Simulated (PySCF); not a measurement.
# Solvent effects on NMR parameters

Cartesian coordinates in Å; atom numbers follow the order of the lines, from 1:
```xyz
15

O    -1.6012    1.1183   -0.2386
C    -1.0264   -0.1041   -0.2133
C    -1.6317   -1.4137   -0.5147
C    -0.3268   -1.0242   -1.1475
C     0.3528   -0.5638    0.0936
O     1.3770    0.3820   -0.1657
C     1.7316    1.1901    0.8346
F     2.7942    1.8757    0.4676
F     0.7522    2.0747    1.1338
F     2.0053    0.5385    1.9620
H    -0.9217    1.7800   -0.0599
H    -1.6748   -2.2180    0.2374
H    -2.5041   -1.3692   -1.1757
H     0.0247   -1.0197   -2.1775
H     0.6156   -1.2374    0.9256
```

GIAO PBE0/pcSseg-1 in PySCF 2.14 on one PBE0-D3(BJ)/def2-SVP conformer, non-relativistic, equivalent nuclei averaged. Solvents enter as an IEF-PCM continuum (acetone with ε = 20.5, dimethylsulfoxide with ε = 46.8) around the gas-phase geometry. Shifts are referred to TMS, CFCl3 computed in the same medium.

Gas phase, δ in ppm: C7 128.5, C5 67.4, C2 55.9, C3 19.8, C4 10.0, F8/F9/F10 -70.8, H15 3.23, H14 2.23, H11 2.04, H13 1.85, H12 0.70. Dipole moment 1.16 D.

Task: How does each δ change in the continuum?

Result: 
```json
{"atoms": "C7", "environment": "CF3 carbon", "Δδ, acetone": "+1.0", "Δδ, dimethylsulfoxide": "+1.1"}
{"atoms": "C5", "environment": "three-membered-ring carbon", "Δδ, acetone": "+1.0", "Δδ, dimethylsulfoxide": "+1.0"}
{"atoms": "C2", "environment": "three-membered-ring carbon", "Δδ, acetone": "+0.7", "Δδ, dimethylsulfoxide": "+0.7"}
{"atoms": "C3", "environment": "three-membered-ring carbon", "Δδ, acetone": "+0.4", "Δδ, dimethylsulfoxide": "+0.4"}
{"atoms": "C4", "environment": "three-membered-ring carbon", "Δδ, acetone": "+0.4", "Δδ, dimethylsulfoxide": "+0.4"}
{"atoms": "F8/F9/F10", "environment": "fluorine of an OCF3 group", "Δδ, acetone": "+2.4", "Δδ, dimethylsulfoxide": "+2.5"}
{"atoms": "H15", "environment": "hydrogen on a three-membered-ring carbon", "Δδ, acetone": "+0.23", "Δδ, dimethylsulfoxide": "+0.24"}
{"atoms": "H14", "environment": "hydrogen on a three-membered-ring carbon", "Δδ, acetone": "+0.26", "Δδ, dimethylsulfoxide": "+0.27"}
{"atoms": "H11", "environment": "hydrogen on an alcohol oxygen", "Δδ, acetone": "+0.46", "Δδ, dimethylsulfoxide": "+0.48"}
{"atoms": "H13", "environment": "hydrogen on a three-membered-ring carbon", "Δδ, acetone": "+0.10", "Δδ, dimethylsulfoxide": "+0.10"}
{"atoms": "H12", "environment": "hydrogen on a three-membered-ring carbon", "Δδ, acetone": "+0.12", "Δδ, dimethylsulfoxide": "+0.13"}
```

Changes are relative to the gas phase. The dipole moment becomes 1.36 D in acetone, 1.37 D in dimethylsulfoxide.

Task: Which nuclei move most (in ppm), and what does the model miss?

Result: F8/F9/F10 (fluorine of an OCF3 group, +2.5 ppm) in dimethylsulfoxide. A continuum only polarises the solute; specific hydrogen bonds, the anisotropy of aromatic solvents and changes of geometry or conformer are outside it.
